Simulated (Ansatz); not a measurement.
Consider the ligand exchange at the Si–C bond: `OC(F)(F)[SiH3]` + `N=C(O)[SiH3]` → `N=C([SiH3])O[SiH3]` + `OC(F)F`.

Calculated with Ansatz (gas phase, PBE0-D4/def2-TZVP geometries, no zero-point term in ΔE). CBS: MP2 limit from def2 TZ/QZ plus the TZ coupled-cluster correction, frozen cores. One conformer a species, not always the lowest.

```csv
species,MP2/def2-QZVPP energy (Eh)
`OC(F)(F)[SiH3]`,-604.15151
`N=C(O)[SiH3]`,-459.88899
`N=C([SiH3])O[SiH3]`,-750.17014
`OC(F)F`,-313.91722
```

Work out ΔE.

ΔE = (-750.17014) + (-313.91722) − (-604.15151) − (-459.88899) = -0.04686 Eh = -123.0 kJ/mol. CCSD(T)/CBS gives -115.8 kJ/mol.

Largest T1 diagnostic among the species: 0.014.

In def2-TZVPP, CCSD(T) changes the Hartree–Fock value by +12.9 kJ/mol (the triples alone add +1.7 kJ/mol) and MP2 by +7.5 kJ/mol. From PBE to PBE0 (25 % exact exchange), in def2-TZVPP and without D4, ΔE moves by −9.2 kJ/mol.
